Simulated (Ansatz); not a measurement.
One arrangement of a pair

The pair of N2 (SMILES N#N, atoms 1–2) and SiH4O (SMILES [SiH3]O, atoms 3–8), both closed shells, in one local arrangement (a lower one may exist), relaxed at PBE0-D4/def2-TZVP:

```
8
angstrom
N -0.3902 -0.0880 -2.6235
N -0.5042 -0.0570 -3.7064
Si 0.0434 -0.0724 0.6825
O 0.2120 -0.1462 2.3214
H 1.3663 -0.0705 0.0001
H -0.7232 -1.2806 0.3046
H -0.6929 1.1527 0.2670
H 0.6889 0.5622 2.7542
```

Program: Ansatz 0.2.0. Basis: def2-TZVPPD, with def2-QZVPPD for the basis limit. Cores are frozen in the correlated methods. B3LYP uses VWN-RPA correlation. Extrapolation: Hartree–Fock as exp(−7.88 √X), correlation as X^−2.97. Interaction energies count from these two fragments, frozen as in the pair, with the counterpoise correction; negative means bound.

Problem. What is the interaction energy by CCSD(T) at an estimated basis limit (MP2 extrapolated from triple and quadruple zeta, plus CCSD(T) − MP2 in triple zeta)? (An estimate is asked for; the value comes from the calculation.)

Solution. The calculation gives: -0.95 kcal/mol. Hartree–Fock alone gives 0.40 kcal/mol at the basis limit, so without correlation the pair would not bind at this distance. It counts from the two fragments frozen as in the pair.

The same quantity by other methods in triple zeta, and each one's difference from that estimate:
| method | E_int (kcal/mol) | difference |
| --- | --- | --- |
| PBE-D4 | -0.99 | -0.04 |
| revPBE-D4 | -0.35 | 0.60 |
| BLYP-D4 | -0.45 | 0.50 |
| r2SCAN-D4 | -0.73 | 0.22 |
| B97M-V | -1.03 | -0.08 |
| PBE0-D4 | -0.88 | 0.07 |
| B3LYP-D4 | -0.66 | 0.29 |
| HSE06-D4 | -0.89 | 0.06 |
| wB97X-V | -0.98 | -0.02 |
| wB97M-V | -0.97 | -0.01 |
| B2PLYP | -0.35 | 0.61 |
| HF | 0.41 | 1.37 |
| MP2 | -0.92 | 0.03 |
| CCSD | -0.64 | 0.31 |
| CCSD(T) | -0.83 | 0.12 |
Differences are method less estimate.

Basis-set superposition shift (counterpoise-corrected less uncorrected): CCSD(T) 0.34; MP2 0.34; HF 0.05; PBE0-D4 0.08; wB97M-V 0.08 kcal/mol.

No T1 diagnostic of these runs exceeds 0.014.

For scale, one of the runs: CCSD(T)/def2-TZVPPD, 230 basis functions, launched by `ansatz run in.yaml --threads 4 --pin off --events-out ev --progress --plain --max-ram 9574MiB`. Hardware: 4 CPU threads of an Intel Xeon Platinum 8259CL, shared host. Wall time 40 s; peak host memory 4 GiB.
